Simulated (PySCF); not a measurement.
**Relaxation of singlet SbO₂⁺**

These are results of PySCF, PBE0, basis Sb def2-TZVP with ECP28, O def2-TZVP (scalar-relativistic core potentials, no spin–orbit coupling, density fitting), not measurements. A (50,194) grid was used.

A hand-made linear start, of D∞h symmetry, held to at least that symmetry:

```xyz
3
charge 1 multiplicity 1, angstrom
Sb    0.0000    0.0000    0.0000
O     0.0000    0.0000    1.8620
O     0.0000    0.0000   -1.8620
```

Q: What forces act on the atoms at the start (eV/Å)?

A: 
```json
{"atom": "Sb1", "Fx": "0.00", "Fy": "0.00", "Fz": "0.00"}
{"atom": "O2", "Fx": "0.00", "Fy": "0.00", "Fz": "-3.46"}
{"atom": "O3", "Fx": "0.00", "Fy": "0.00", "Fz": "3.46"}
```

Q: What does it relax to?

A: It ends at D∞h with Sb–O 1.757 Å (×2); O–Sb–O 180.0°. A frequency run shows a minimum.

Q: How much energy is released, and in how many steps?

A: 38.9 kJ/mol in 4 steps.
